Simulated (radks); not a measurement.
All-electron atom: Zr4+ in [Kr]. All-electron calculation, scalar-relativistic Kohn-Sham, PBE, spin-polarised, spherical densities, point nucleus. Program: a radial shooting solver on a logarithmic mesh with Libxc functionals.

Local quantities along the radius. ELF = 1/(1 + alpha^2) is the electron localisation function; alpha = (tau - tau_W)/tau_unif compares the Pauli kinetic energy density with that of the uniform gas (summed over spins). tau is taken from the large components.

| r (bohr) | ELF | alpha |
|---|---|---|
| 0.003205 | 0.999 | 0.02315 |
| 0.004173 | 0.999 | 0.02536 |
| 0.005477 | 0.999 | 0.02903 |
| 0.007132 | 0.999 | 0.03476 |
| 0.009362 | 0.998 | 0.04458 |
| 0.01219 | 0.996 | 0.06129 |
| 0.016 | 0.991 | 0.09397 |
| 0.02083 | 0.975 | 0.1598 |
| 0.02713 | 0.913 | 0.3077 |
| 0.03561 | 0.697 | 0.6589 |
| 0.04637 | 0.391 | 1.247 |
| 0.06086 | 0.314 | 1.478 |
| 0.07925 | 0.511 | 0.9785 |
| 0.104 | 0.740 | 0.5925 |
| 0.1355 | 0.756 | 0.5683 |
| 0.1764 | 0.491 | 1.019 |
| 0.2315 | 0.273 | 1.634 |
| 0.3015 | 0.529 | 0.9435 |
| 0.3957 | 0.768 | 0.5496 |
| 0.5152 | 0.718 | 0.6260 |
| 0.6763 | 0.323 | 1.448 |
| 0.8806 | 0.257 | 1.701 |
| 1.147 | 0.754 | 0.5711 |
| 1.505 | 0.856 | 0.4097 |
| 1.96 | 0.678 | 0.6897 |
| 2.572 | 0.188 | 2.076 |
| 3.35 | 0.009 | 10.80 |
| 4.397 | 0.000 | 126.3 |

On this mesh the ELF has minima near r = 0.061, 0.23, 0.77 bohr, which separate the shells, and maxima near 0.12 (0.78), 0.45 (0.78), 1.5 (0.86).
